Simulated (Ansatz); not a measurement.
Ansatz (a first-principles code) input (B3LYP-D3(BJ)/def2-TZVP):

Ansatz 0.2 input:
```yaml
crystal:
  periodic: [false, false, false]
  atoms:
    - {symbol: Mg, position_ang: [0.02920191, 0.01217272, -0.01960275]}
    - {symbol: I, position_ang: [-0.24884363, 2.04671133, -1.67616722]}
    - {symbol: I, position_ang: [0.24486672, -2.03200490, 1.63236880]}
basis:
  gaussian:
    orbitals: def2-TZVP
hamiltonian:
  xc: b3lyp
  dispersion: d3bj
total_charge: 1
magnetization: {spin_polarized: true, initial_magnetization: 1}
relax: {f_tol: 0.002, max_steps: 150}
```

Output:

```
Functional definition: B3LYP
integrals: 0.06 GiB planned
1110 factors; their error is unknown
mean field: 0.77 GiB planned
mean field evaluation 1: about -21644.6914 eV, gradient 1.6e1 eV
mean field evaluation 2: about -21644.0535 eV, gradient 2.1e1 eV
mean field evaluation 4: about -21645.4721 eV, gradient 8.6e0 eV
mean field evaluation 8: about -21646.3493 eV, gradient 3.8e-2 eV
mean field evaluation 16: about -21646.8004 eV, gradient 2.1e-4 eV
mean field evaluation 32: about -21646.8004 eV, gradient 5.3e-6 eV
mean field evaluation 64: about -21646.7446 eV, gradient 1.1e0 eV
mean field evaluation 96: about -21646.7090 eV, gradient 2.6e0 eV
mean field -21646.80036006 eV, -795.5052405040 hartree, gradient 1.5e-10 eV, S^2 0.754516; 12 other end points of the search recorded, 0 dependent functions left out
the calculation of the forces begins
reference -21646.80057831 eV, -795.5052485243 hartree; 31, 30 occupied and 101, 102 virtual orbitals, 1110 factors
relax step   1: F+E_penalty+E_count = -21646.97846986 eV  Δ(F+E_penalty+E_count) = +0.000e0 eV  max|allowed force component| = 2.243e-1 eV/Å  Δτ_max = 0.0000 Å  (494 SCF iters, accepted)
these checks for a lower state are left out or cut short: starts, cluster_reference, orbital_swaps, neighbouring_geometries, increment
integrals: 0.06 GiB planned
1110 factors; their error is unknown
mean field: 0.77 GiB planned
mean field -21646.81019077 eV, -795.5056017760 hartree, gradient 3.2e-6 eV, S^2 0.754488; 1 other end points of the search recorded, 0 dependent functions left out
the calculation of the forces begins
reference -21646.81040815 eV, -795.5056097646 hartree; 31, 30 occupied and 101, 102 virtual orbitals, 1110 factors
relax step   2: F+E_penalty+E_count = -21646.99089827 eV  Δ(F+E_penalty+E_count) = -1.243e-2 eV  max|allowed force component| = 3.348e-3 eV/Å  Δτ_max = 0.0420 Å  (132 SCF iters, accepted)
these checks for a lower state are left out or cut short: starts, cluster_reference, orbital_swaps, neighbouring_geometries, increment
integrals: 0.06 GiB planned
1110 factors; their error is unknown
mean field: 0.77 GiB planned
mean field evaluation 128: about -21646.8102 eV, gradient 8.4e-6 eV
mean field -21646.81019583 eV, -795.5056019619 hartree, gradient 4.0e-11 eV, S^2 0.754488; 1 other end points of the search recorded, 0 dependent functions left out
the calculation of the forces begins
reference -21646.81041321 eV, -795.5056099504 hartree; 31, 30 occupied and 101, 102 virtual orbitals, 1110 factors
relax step   3: F+E_penalty+E_count = -21646.99090568 eV  Δ(F+E_penalty+E_count) = -7.415e-6 eV  max|allowed force component| = 2.904e-3 eV/Å  Δτ_max = 0.0016 Å  (186 SCF iters, accepted)
these checks for a lower state are left out or cut short: starts, cluster_reference, orbital_swaps, neighbouring_geometries, increment
integrals: 0.06 GiB planned
1110 factors; their error is unknown
mean field: 0.77 GiB planned
mean field evaluation 160: about -21646.8099 eV, gradient 5.6e-1 eV
mean field -21646.81023543 eV, -795.5056034172 hartree, gradient 2.2e-6 eV, S^2 0.754488; 1 other end points of the search recorded, 0 dependent functions left out
the calculation of the forces begins
reference -21646.81045281 eV, -795.5056114058 hartree; 31, 30 occupied and 101, 102 virtual orbitals, 1110 factors
relax step   4: F+E_penalty+E_count = -21646.99093818 eV  Δ(F+E_penalty+E_count) = -3.250e-5 eV  max|allowed force component| = 1.070e-3 eV/Å  Δτ_max = 0.0109 Å  (133 SCF iters, accepted)
these checks for a lower state are left out or cut short: starts, cluster_reference, orbital_swaps, neighbouring_geometries, increment
integrals: 0.06 GiB planned
1110 factors; their error is unknown
mean field: 0.77 GiB planned
mean field -21646.81024330 eV, -795.5056037062 hartree, gradient 3.4e-6 eV, S^2 0.754488; 0 other end points of the search recorded, 0 dependent functions left out
the calculation of the forces begins
reference -21646.81046068 eV, -795.5056116947 hartree; 31, 30 occupied and 101, 102 virtual orbitals, 1110 factors
relax step   5: F+E_penalty+E_count = -21646.99094353 eV  Δ(F+E_penalty+E_count) = -5.342e-6 eV  max|allowed force component| = 1.114e-4 eV/Å  Δτ_max = 0.0066 Å  (113 SCF iters, accepted)
integrals: 0.06 GiB planned
1110 factors; their error is unknown
mean field: 0.77 GiB planned
mean field evaluation 192: about -21646.8102 eV, gradient 1.9e-5 eV
mean field evaluation 224: about -21646.8102 eV, gradient 2.1e-3 eV
mean field evaluation 256: about -21646.8102 eV, gradient 1.1e-4 eV
mean field -21646.81024330 eV, -795.5056037062 hartree, gradient 1.5e-6 eV, S^2 0.754488; 10 other end points of the search recorded, 0 dependent functions left out
the calculation of the forces begins
reference -21646.81046068 eV, -795.5056116947 hartree; 31, 30 occupied and 101, 102 virtual orbitals, 1110 factors
Total energy: -21646.99116091 eV, -795.5122523057 hartree
Atom 0 at     0.008397     0.008958    -0.021134 Å, force     0.000002     0.000002    -0.000002 eV/Å
Atom 1 at    -0.234531     2.016034    -1.649213 Å, force     0.000013    -0.000111     0.000090 eV/Å
Atom 2 at     0.251359    -1.998113     1.606946 Å, force    -0.000014     0.000109    -0.000089 eV/Å
Dipole moment:    -0.000013    -0.000002    -0.000001 e Å
```
